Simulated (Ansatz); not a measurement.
Consider the formal exchange of groups at a B–Si bond: `B[SiH](C)B[SiH3]` + SiH₄ → `[SiH3]B[SiH3]` + `B[SiH2]C`.

Gas-phase electronic energies from Ansatz, PBE0-D4/def2-TZVP geometries. CBS: MP2 limit from def2 TZ/QZ plus the TZ coupled-cluster correction, frozen cores. This one scheme is used for every species. Functionals use def2-TZVPP. B3LYP here is the variant with VWN-RPA as its local correlation; programs differ in this. Each species was taken in one conformer, which may not be the lowest.

```csv
level,ΔE (kJ/mol)
PBE-D4,16.3
PBE,12.1
r2SCAN,12.7
B3LYP,5.2
CCSD(T)/def2-TZVPP,10.6
HF/def2-QZVPP,-4.4
SCS-MP2/def2-QZVPP,7.8
HF/CBS(def2),-4.4
```

Q: What does CCSD(T)/CBS give? (Estimate.)

A: The calculation gave: +10.2 kJ/mol. The listed levels differ from it by 6.1, 1.9, 2.5, -5.0, 0.4, -14.6, -2.4, -14.6 kJ/mol.

Largest T1 diagnostic among the species: 0.015.

In def2-TZVPP, CCSD(T) changes the Hartree–Fock value by +15.0 kJ/mol (the triples alone add +3.4 kJ/mol) and MP2 by +16.0 kJ/mol. The D4 term adds +6.4 kJ/mol with B3LYP and +4.0 kJ/mol with PBE0; it sums over pairs of atoms, weighted by their polarisabilities, and B3LYP, whose exchange is more repulsive, gets the larger term.
